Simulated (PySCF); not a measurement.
## Orbital picture of CaH

PBE0 at R = 1.993 Å; Ca x2c-TZVPall, H x2c-TZVPall; spin-free X2C with a Gaussian nucleus (PySCF 2.14). State: ²Σ⁺ (doublet), unpaired electrons σ ↑. Only the outer orbitals are listed, counted within each symmetry.

```
spin  orbital  occ.  ε (eV)  on Ca (%)           main shells (%)
   α       4σ     1  -50.50        100                  100 Ca s
   α       2π     1  -30.04        100                  100 Ca p
   α       2π     1  -30.04        100                  100 Ca p
   α       5σ     1  -29.82        100                  100 Ca p
   α       6σ     1   -6.63         38   62 H s, 25 Ca s, 8 Ca d
   α       7σ     1   -4.08         94          60 Ca s, 28 Ca p
   α       3π     0   -1.19        100          88 Ca p, 12 Ca d
   α       3π     0   -1.19        100          88 Ca p, 12 Ca d
   α       8σ     0   -0.72         99          57 Ca d, 40 Ca p
   β       4σ     1  -50.38        100                  100 Ca s
   β       2π     1  -29.96        100                  100 Ca p
   β       2π     1  -29.96        100                  100 Ca p
   β       5σ     1  -29.64        100                  100 Ca p
   β       6σ     1   -6.26         42   58 H s, 25 Ca s, 9 Ca d
   β       7σ     0   -1.94         94  67 Ca s, 19 Ca p, 8 Ca d
   β       3π     0   -0.37        100                   98 Ca p
   β       3π     0   -0.37        100                   98 Ca p
```

Question: Which are the highest filled and the lowest empty level, where do they sit, and how wide is the gap?

Answer: Highest filled α 7σ at -4.08 eV (in %: 60 Ca s, 28 Ca p); lowest empty β 7σ at -1.94 eV (in %: 67 Ca s, 19 Ca p, 8 Ca d); the gap at PBE0 is 2.14 eV.

| Quantity | Value |
| --- | --- |
| bond order (Mayer) | 0.92 |
| ⟨S²⟩ | 0.751 |
| charge on Ca (Mulliken, basis-dependent) | 0.27 |
| charge on Ca (Löwdin, basis-dependent) | 0.25 |
| dipole moment (positive dipole means Ca(−)H(+)) | -2.41 D |

The state is the lowest determinant that a PBE0 search found; another state may lie lower at other levels.
